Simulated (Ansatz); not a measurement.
ClFGeH4Si can be A, `F[SiH](Cl)[GeH3]`, or B, `[F][GeH2][SiH2]Cl`.

Isolated molecules relaxed with PBE0-D4/def2-TZVP in Ansatz; ΔE leaves out vibrations. CCSD(T)/CBS is the MP2 limit (def2-TZVPP, def2-QZVPP) plus CCSD(T) − MP2 in def2-TZVPP, frozen cores. DFT in def2-TZVPP. B3LYP here is the variant with VWN-RPA as its local correlation; programs differ in this. For Ge outer-core shells are correlated without core-valence functions, which leaves a few kJ/mol of doubt a bond. Scalar relativity is left out up to krypton. One conformer a species, not always the lowest.

**Question.** Which is lower in electronic energy at CCSD(T)/CBS, and by how much? (Best estimate.)

**Answer.** Computed: A, by 22.2 kcal/mol.

**Question.** Give E(B) − E(A) in kcal/mol with LDA (SPW92), BLYP-D4, B2PLYP, B3LYP, B3LYP-D4, CCSD/def2-TZVPP, HF/def2-TZVPP. (Best estimate.)

**Answer.** Computed: LDA (SPW92) 23.1, BLYP-D4 20.0, B2PLYP 21.0, B3LYP 20.5, B3LYP-D4 20.8, CCSD/def2-TZVPP 21.5, HF/def2-TZVPP 20.0. None reverses the order clearly.

**Question.** Does the order hold for the free energy at 298.15 K (harmonic terms from PBE0-D4)? (An estimate is asked.)

**Answer.** Computed: Yes: G(B) − G(A) = +22.0 kcal/mol, for one conformer each. Modes under 60 cm⁻¹, often nearly free rotors, make the harmonic entropy too high.

Largest T1 diagnostic: 0.012.

From BLYP to BHLYP (50 % exact exchange), in def2-TZVPP and without D4, E(B) − E(A) moves by +1.5 kcal/mol. At CCSD(T), def2-SVP lies −4.0 kcal/mol from the extrapolated value and def2-TZVPP −0.8 kcal/mol.
